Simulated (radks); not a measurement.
Question: The mean radii <r> (bohr) of the occupied orbitals of an atom or ion are listed with their occupations. All-electron calculation, scalar-relativistic Kohn-Sham, PBE, spin-polarised, spherical densities, finite nucleus; Fermi nuclear charge, rms radius of each element as measured or else 0.836 A^(1/3) + 0.57 fm. Program: a radial shooting solver on a logarithmic mesh with Libxc functionals.

orbital  occ.      <r>
1s up       1  0.09687
1s down     1  0.09686
2s up       1   0.4773
2s down     1   0.4773
2p up       3   0.4399
2p down     3   0.4399
3s up       1    1.475
3s down     1    1.478
4p up       1    3.690

Name the element and its charge. Open shells, if any, are filled with parallel spins first.

Answer: Z = 16, sulfur, charge +3: S3+ in [Ne] 3s2 4p1. The 1s radius gives Z: for a bare nucleus <r> = (2 gamma + 1)/(2Z) with gamma = sqrt(1 - (Z/c)^2), 0.09332 bohr for Z = 16, and screening makes it slightly larger (0.09687 here). The occupations add up to 13, and the charge is Z minus that.
